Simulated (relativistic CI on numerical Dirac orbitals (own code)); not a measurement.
**Hyperfine structure of Mn7+, mass number 53**

Computed by Dirac-Coulomb-Breit CI, KLI orbitals optimised for each configuration, model QED, unscaled Slater integrals (own radial code, finite nucleus).

Configurations in the expansion (outside the closed core [Ne]): 3s²3p⁶, 3s²3p⁵3d, 3s3p⁶3d, 3s²3p⁵4s, 3s²3p⁵4p, 3s²3p⁵4d, 3s3p⁶4s, 3s²3p⁵4f, 3s²3p⁵5s, 3s3p⁶4p, 3p⁶3d², 3p⁵3d³, 3p⁵3d²4s, 3p⁵3d²4p, 3p⁵3d²4d. Double excitations out of closed p, d and f shells are left out; levels of such configurations are missing from the list, as are those of other unlisted configurations, and high levels can miss mixing partners. These lack a partner that the ground configuration has and come out too high: 3s²3p⁵4f, 3s²3p⁵5s.

Nuclear spin I = 7/2, μ = 5.033 μN, Q = 0.17 b (tables of Stone and Pyykkö). The electronic factors are computed for point nuclear moments, without core polarisation or the Bohr-Weisskopf and QED corrections.

```tsv
Level	E (cm⁻¹)	A (MHz)	B (MHz)
3s²3p⁵3d ³P°1	370671	-264.9	47.9
3s²3p⁵3d ³P°2	375006	-1047	22
3s²3p⁵3d ³F°4	387060	2103	-820
3s²3p⁵3d ³F°3	390326	3473	-774
3s²3p⁵3d ³F°2	394063	5877	-710
3s²3p⁵3d ³D°3	418486	1734	573
3s²3p⁵3d ¹D°2	420073	3587	980
3s²3p⁵3d ³D°1	422548	124.3	347
```

Levels with J = 0, under 50 % of one LS term, or S terms without an open s electron are left out. Small factors come from cancelling terms and can be off by tens of per cent or more.

At this charge configurations can still be misplaced by up to about 7 % of their energy. 1 of the 1 excited levels that our extract of the measured tables holds in this range could be paired (the sources list more); they are missed by 23394 cm⁻¹ on average and 23394 at most, and levels without a partner can miss by more.

Question: Give the hyperfine levels of 3s²3p⁵3d ³F°4 relative to its centre of gravity.

Answer: With K = F(F + 1) − I(I + 1) − J(J + 1), E = AK/2 + B[¾K(K + 1) − I(I + 1)J(J + 1)]/[2I(2I − 1)J(2J − 1)]: F = 1/2: -37210, F = 3/2: -33950, F = 5/2: -28540, F = 7/2: -21010, F = 9/2: -11410, F = 11/2: 219.8, F = 13/2: 13800, F = 15/2: 29240 MHz.

LS names give the leading component of a level, which can be under half, so a name can repeat, a term be missing and a line seem to break the LS rules.
